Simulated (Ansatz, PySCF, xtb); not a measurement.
Reaction R1 + 2 R2 → P1 + 2 P2, each structure at its B3LYP-D3(BJ)/def2-TZVP stationary point, reached from a drawn start (curvature not checked).
P1, H7NSi2 (SMILES [SiH3]N[SiH3]) (charge 0, multiplicity 1):
```csv
atom,x (Å),y (Å),z (Å)
Si,1.5140,-0.2513,0.3237
N,-0.0060,-0.3888,-0.4908
Si,-1.5097,0.3969,-0.1529
H,2.6157,-0.0729,-0.6536
H,1.4341,0.9248,1.2162
H,1.8395,-1.4498,1.1382
H,-0.0370,-1.0777,-1.2313
H,-2.5118,-0.5170,0.4524
H,-2.1066,0.9394,-1.3979
H,-1.2321,1.4964,0.7960
```
P2, H2 (SMILES [H][H]) (charge 0, multiplicity 1):
```xyz
2

H      0.000     0.000     0.372
H      0.000     0.000    -0.372
```
R1: NH3 (SMILES N), charge 0, multiplicity 1.
R2, SiH4 (SMILES [SiH4]) (charge 0, multiplicity 1):
| atom | x (Å) | y (Å) | z (Å) |
|---|---|---|---|
| Si | 0.0000 | 0.0000 | 0.0000 |
| H | 0.8547 | 0.8547 | 0.8547 |
| H | -0.8547 | -0.8547 | 0.8547 |
| H | -0.8547 | 0.8547 | -0.8547 |
| H | 0.8547 | -0.8547 | -0.8547 |

P less R. No zero-point or thermal terms.

Codes used: Ansatz (Gaussian basis) for Hartree–Fock, density functionals and correlated methods; PySCF for the D3/D4 terms; xtb for the GFN methods. Each number belongs to the level named beside it.

Task: One of these levels gives -2.65 kcal/mol for the reaction energy. Name it.
A. BLYP-D3(BJ)/def2-TZVPP
B. HF/cc-pV(Q+d)Z
C. PBE-D4/def2-TZVPP
D. GFN2-xTB

Result: D, GFN2-xTB. The others give -7.79 (HF/cc-pV(Q+d)Z), -10.75 (PBE-D4/def2-TZVPP), -12.27 (BLYP-D3(BJ)/def2-TZVPP)

Ansatz is a quantum-chemistry and plane-wave program.
